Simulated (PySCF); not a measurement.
## How methods differ on the excitation energy of Tc

Tc [Kr] 4d5 5s2 (6S) → Tc [Kr] 4d4 5s2 6s1 (6D), as a difference of total energies. All numbers are calculated (PySCF 2.14, the spin-free X2C one-electron Hamiltonian (Gaussian nucleus), in x2c-TZVPPall with one added diffuse shell each of s, p, d, f type (9s7p7d3f1g, 95 functions)). Correlated levels: valence: [Kr] frozen; valence and next inner shell: [Ar] 3d10 frozen. The calculations carry no spin-orbit coupling.

```csv
method,excitation energy (eV)
UHF,9.623
LDA,10.361
PBE,10.191
PBE0,10.197
r2SCAN,10.477
CAM-B3LYP,10.034
revPBE,10.174
LC-wPBE,10.137
BP86,10.216
MP2 (valence),10.092
SCS-MP2 (valence),9.635
MP2 (valence and next inner shell),10.200
SCS-MP2 (valence and next inner shell),9.848
```

Task: How much does correlation contribute at MP2 (valence and next inner shell)?

Result: 10.200 − (9.623) = 0.577 eV, measured against UHF.

A first-order spin-orbit estimate (lowest level to lowest level, LS coupling) adds -0.175 eV.

The upper state lies above the first ionisation limit, where it may autoionise and the basis confines it. A Rydberg-like electron needs more diffuse functions than a valence basis has.

The promoted electron is Rydberg-like, and one or two diffuse shells describe it only roughly, which tends to raise the upper state.
